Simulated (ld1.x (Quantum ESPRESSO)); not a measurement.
# u(r) = r·R(r): atom against pseudo-atom (potassium (K))

Columns: radius, all-electron u(r) and pseudo u(r) of the 4p shell (level -0.79 eV) of potassium in the configuration [Ne] 3s2 3p6 4s1 4p0; Wu–Cohen, scalar-relativistic, PAW scheme, ld1.x (Quantum ESPRESSO) 7.5.

```tsv
r (bohr)	all-electron	pseudo
0.128	0.0566	-0.0106
0.255	0.0658	-0.0403
0.382	0.0256	-0.0846
0.510	-0.0280	-0.1370
0.638	-0.0745	-0.1893
0.765	-0.1069	-0.2334
0.893	-0.1247	-0.2635
1.020	-0.1293	-0.2754
1.148	-0.1236	-0.2681
1.275	-0.1102	-0.2433
1.402	-0.0914	-0.2048
1.530	-0.0689	-0.1574
1.658	-0.0442	-0.1067
1.785	-0.0185	-0.0579
1.912	0.0076	-0.0138
2.040	0.0337	0.0243
2.168	0.0594	0.0564
2.295	0.0841	0.0836
2.422	0.1079	0.1079
2.550	0.1309	0.1309
2.678	0.1528	0.1528
2.805	0.1736	0.1736
2.932	0.1934	0.1934
3.060	0.2123	0.2123
3.188	0.2303	0.2303
3.315	0.2472	0.2472
```

Problem. How many radial nodes do the two functions have?

Solution. The all-electron 4p function has n − l − 1 = 2; the pseudo-wave has 1, since 1 lower shell of the same l stays in the valence.

Problem. At about which radius was the pseudo-wave matched?

Solution. 2.55 bohr. The columns agree to 0.0005 from 2.42 bohr on; several derivatives are matched, so the curves merge somewhat inside the radius.

Problem. Is the pseudo-wave norm-conserving?

Solution. No, it belongs to a PAW set: the norm inside the radius is not constrained, and the difference is carried by the augmentation charge.
